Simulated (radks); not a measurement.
Values are calculated unless marked as measured or tabulated.
The cadmium ion Cd2+, 46 electrons, occupied as [Kr] 4d10. Level of theory: Dirac Kohn-Sham, PBE, spin-unpolarised, spherical densities, point nucleus (a radial shooting solver on a logarithmic mesh with Libxc functionals).

Normalised radial functions P(r) = r R(r) (large component), r in bohr:

r	3d3/2
0.001201	0.0000
0.001563	0.0000
0.002035	0.0001
0.00265	0.0001
0.003451	0.0002
0.004494	0.0004
0.005852	0.0008
0.00762	0.0016
0.009922	0.0032
0.01302	0.0066
0.01696	0.0132
0.02208	0.0263
0.02875	0.0512
0.03744	0.0974
0.04875	0.1793
0.06348	0.3161
0.08266	0.5277
0.1076	0.8226
0.1413	1.1893
0.184	1.5316
0.2395	1.7414
0.3119	1.7039
0.4062	1.3928
0.5289	0.9170
0.6887	0.4656
0.8967	0.1719
1.168	0.0429
1.533	0.0062
1.996	0.0005
2.599	0.0000
3.384	0.0000
4.406	0.0000

3d3/2: eigenvalue -416.22 eV, 0 radial nodes, <r> = 0.333 bohr, 90 % of the charge inside 0.526 bohr.
